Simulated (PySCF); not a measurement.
# Working with the constants of SbH⁻

UHF-CCSD(T) constants of SbH⁻, ²Π (doublet), unpaired electrons π ↑ (PySCF, scalar-relativistic core potentials, basis sets Sb aug-cc-pVDZ-PP with ECP28, H aug-cc-pVDZ; masses 120.9038 and 1.0078 u):

| Item | Value |
| --- | --- |
| ωe | 1782.8 cm⁻¹ |
| ωexe | 35.7 cm⁻¹ |
| Be | 5.5543 cm⁻¹ |
| αe | 0.169 cm⁻¹ |

Question: What force constant and bond length do these constants imply?

Answer: Reduced mass μred = 0.99949 u; k = 5.8918×10⁻⁷·μred·ωe² (u, cm⁻¹, mdyn/Å) = 1.87 mdyn/Å; Re = √(16.8576/(μred·Be)) (u, cm⁻¹, Å) = 1.743 Å.

Question: Estimate the centrifugal constant D from the Kratzer relation and find the Dunham coefficient a1.

Answer: D = 4Be³/ωe² = 0.000216 cm⁻¹; a1 = −1 − αeωe/(6Be²) = -2.63.

Correlated steps freeze 4 core orbitals. These are scalar-relativistic numbers at best; spin–orbit coupling would shift them, the dissociation energy most. The state is the lowest determinant that a PBE0 search found; another state may lie lower at other levels.
